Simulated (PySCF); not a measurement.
# How methods differ on the excitation energy of C²⁺

C²⁺ [He] 2s2 (1S) → C²⁺ [He] 2p2 (3P), as a difference of total energies. Calculation: PySCF 2.14, in aug-cc-pCVTZ-DK with one added diffuse shell each of s, p, d, f type (8s7p5d3f, 75 functions); scalar relativity by spin-free X2C-1e. Correlated levels: valence: 1s2 frozen; valence and next inner shell: nothing frozen. The calculations carry no spin-orbit coupling.

```tsv
method	excitation energy (eV)
UHF	15.462
LDA	14.020
PBE	14.138
PBE0	14.648
r2SCAN	14.194
B2PLYP	15.493
BLYP	14.197
wB97X-V	15.140
r2SCAN0	14.661
MP2 (valence)	16.471
SCS-MP2 (valence)	16.841
MP2 (valence and next inner shell)	16.415
SCS-MP2 (valence and next inner shell)	16.819
```

Task: How much does correlation contribute at MP2 (valence and next inner shell)?

Result: 16.415 − (15.462) = 0.953 eV, measured against UHF.

A first-order spin-orbit estimate (lowest level to lowest level, LS coupling) adds -0.006 eV.
